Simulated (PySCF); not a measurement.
Gas-phase equilibrium of 1 mol GeCl₄, 0.35 mol O₂ at 1000 K and 0.0100 bar, among 12 species (ClO, O₂, O, GeCl₃, Ge₂O₂, O₃, GeCl₄, Cl, Cl₂, GeO₂, GeCl₂, GeO). Only gases are allowed; each row takes one source of thermochemistry for all species, and Cantera finds the minimum.

Method: PySCF energies (xtb for GFN2) plus ideal-gas RRHO corrections (1 bar). † marks an energy on the PBE0/def2-TZVP geometry and frequencies; other levels use their own. Open shells (unrestricted) among the columns below: O₂ (multiplicity 3), GeCl₃ (multiplicity 2), Cl (multiplicity 2, electronic degeneracy 6); the rest are closed-shell singlets. GFN2 has no spin-polarisation term. Spin-orbit splitting is ignored; it lowers the true energy and changes the entropy of Cl. Ge: all electrons, no relativistic terms. GeCl₃, GeO₂: computed as isolated molecules; such fragments, hydroxides, amides, oligomers or adducts are transient or little studied in the gas. The harmonic model lacks anharmonicity and excited electronic states, which grow with temperature; levels with a mode under 35 cm⁻¹ are left out.

Molecules larger than those listed are left out, and so are free Ge atoms, whose spin-orbit terms are large. Also missing: (GeO)n, which can matter at low temperature or high pressure.

Mole fractions:

```csv
thermochemistry,x GeCl₄,x Cl₂,x O₂,x GeO,x GeCl₂,x GeO₂,x Cl,x GeCl₃
GFN2-xTB,0.080,0.58,5.9e-9,0.21,0.087,0.042,0.00012,4.8e-5
PBE0/def2-QZVP†,0.74,0.00038,0.26,1.9e-6,0.00040,6.8e-10,6.4e-5,6.9e-6
PBE0/def2-SVP†,0.74,4.5e-5,0.26,3.8e-8,0.00011,<1e-12,0.00013,2.8e-6
PBE0/def2-TZVP,0.74,0.00027,0.26,8.4e-7,0.00030,2.9e-10,6.2e-5,5.8e-6
```
The most sensitive of these is GeO₂: it spans a factor of 10^10.6 over these rows; at this temperature one factor of ten is RT ln 10 = 19 kJ/mol.
